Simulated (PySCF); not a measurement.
## C₇H₁₂BF: full NMR table

* Formula: C7H12BF
* SMILES: B[C@@H]1CCC=C[C@@]1(C)F
* InChI: InChI=1S/C7H12BF/c1-7(9)5-3-2-4-6(7)8/h3,5-6H,2,4,8H2,1H3/t6-,7-/m1/s1
* Point group of the computed structure: C1
* Carbon signals: 7
* Proton signals: 9

Molfile (atoms numbered from 1):
```
C7H12BF
     RDKit          3D

 21 21  0  0  0  0  0  0  0  0999 V2000
   -1.2419    2.0264   -0.3527 B   0  0  0  0  0  0  0  0  0  0  0  0
   -0.2293    0.9193    0.0522 C   0  0  2  0  0  0  0  0  0  0  0  0
    0.9588    0.6552   -0.8735 C   0  0  0  0  0  0  0  0  0  0  0  0
    2.0814   -0.0937   -0.1637 C   0  0  0  0  0  0  0  0  0  0  0  0
    1.5663   -1.1843    0.7248 C   0  0  0  0  0  0  0  0  0  0  0  0
    0.2823   -1.3114    1.0705 C   0  0  0  0  0  0  0  0  0  0  0  0
   -0.8096   -0.3859    0.6075 C   0  0  2  0  0  0  0  0  0  0  0  0
   -1.7481   -1.0818   -0.3655 C   0  0  0  0  0  0  0  0  0  0  0  0
   -1.5696   -0.0603    1.7326 F   0  0  0  0  0  0  0  0  0  0  0  0
   -0.8518    2.9744   -0.9987 H   0  0  0  0  0  0  0  0  0  0  0  0
   -2.3869    2.0163    0.0308 H   0  0  0  0  0  0  0  0  0  0  0  0
    0.1658    1.4565    0.9547 H   0  0  0  0  0  0  0  0  0  0  0  0
    1.3288    1.6029   -1.2928 H   0  0  0  0  0  0  0  0  0  0  0  0
    0.6128    0.0572   -1.7345 H   0  0  0  0  0  0  0  0  0  0  0  0
    2.7945   -0.5108   -0.8954 H   0  0  0  0  0  0  0  0  0  0  0  0
    2.6770    0.6073    0.4523 H   0  0  0  0  0  0  0  0  0  0  0  0
    2.2968   -1.8977    1.1218 H   0  0  0  0  0  0  0  0  0  0  0  0
   -0.0423   -2.1253    1.7273 H   0  0  0  0  0  0  0  0  0  0  0  0
   -1.2306   -1.3223   -1.3051 H   0  0  0  0  0  0  0  0  0  0  0  0
   -2.6099   -0.4335   -0.5834 H   0  0  0  0  0  0  0  0  0  0  0  0
   -2.1216   -2.0200    0.0700 H   0  0  0  0  0  0  0  0  0  0  0  0
  1  2  1  0
  2  3  1  0
  3  4  1  0
  4  5  1  0
  5  6  2  0
  6  7  1  0
  7  8  1  0
  7  9  1  1
  7  2  1  0
  1 10  1  0
  1 11  1  0
  2 12  1  1
  3 13  1  0
  3 14  1  0
  4 15  1  0
  4 16  1  0
  5 17  1  0
  6 18  1  0
  8 19  1  0
  8 20  1  0
  8 21  1  0
M  END
```

- geometry: PBE0-D3(BJ)/def2-SVP
- shielding tensors at PBE0/pcSseg-1 (GIAO)
- program: PySCF
- averaged over atoms made equivalent by symmetry, fast rotation or ring inversion, gas phase, non-relativistic, one computed conformer

Chemical shifts δ = σref − σ; 1H and 13C vs TMS; CFCl3 for 19F; 11B against BF3·OEt2, all at this level.

| carbon | δC, type | δH (multiplicity) | HMBC from (2–3 bonds) | span of the C tensor (ppm) |
| --- | --- | --- | --- | --- |
| C2 | 57.2, CH | 0.99 (m) | H10/H11, H18, H16, H13, H15, H14, H19/H20/H21 | 71 |
| C3 | 27.7, CH2 | H13 2.19 (m); H14 1.69 (m) | H10/H11, H17, H16, H15, H12 | 27 |
| C4 | 29.5, CH2 | H15 2.00 (m); H16 2.23 (m) | H18, H17, H13, H14, H12 | 16 |
| C5 | 137.0, CH | 5.89 (m) | H18, H16, H13, H15, H14 | 218 |
| C6 | 142.3, CH | 6.07 (m) | H17, H16, H15, H19/H20/H21, H12 | 207 |
| C7 | 91.8, C | – | H10/H11, H18, H17, H13, H14, H19/H20/H21, H12 | 82 |
| C8 | 28.5, CH3 | 1.42 (m) | H18, H12 | 45 |

Other nuclei:
```
  atoms  nucleus                      environment  δ (ppm)  σ (ppm)
H10/H11       1H  hydrogen on a boron bonded to C     7.68    23.59
     F9      19F        fluorine on an sp3 carbon   -167.6    344.9
     B1      11B           boron bonded to C, 2 H     86.9     13.8
```

δC 142.3, 137.0: alkene CH; an sp2 carbon of a C=C bond. δC 91.8: allylic fully substituted sp3 carbon bonded to F; pulled downfield by the heteroatom. δC 28.5: methyl carbon; aliphatic region, no heteroatom directly attached. δC 27.7: sp3 CH2 in a ring; a saturated carbon with 2 carbon neighbours and no heteroatom attached. δH 2.23, 2.00: hydrogen on an allylic sp3 CH2; allylic position.

Hydrogens on boron are broadened and split by 11B (spin 3/2, 80 %) and 10B (spin 3). A carbon bonded to boron is broadened by the quadrupolar boron nucleus and is often missing from a measured spectrum. Splittings by 19F in the carbon and heteronuclear signals aren't shown, as no couplings were computed. Shifts are as computed. Against solution values, carbons near 30 ppm lie about +2 ppm off and those near 130 ppm about +5 ppm. Of 1309 compounds with measured shifts, 239 miss one by over three times the rms of a fit or turn the order of signals round; such compounds aren't used in these exercises. Unscaled 19F shifts against computed CFCl3 carry errors that often reach 10 to 50 ppm. No couplings were computed; multiplicities are counted from neighbouring protons, with m where these are inequivalent, close in shift, in a saturated or five-membered ring or joined by F or P, and br s for small geminal =CH2 splittings.
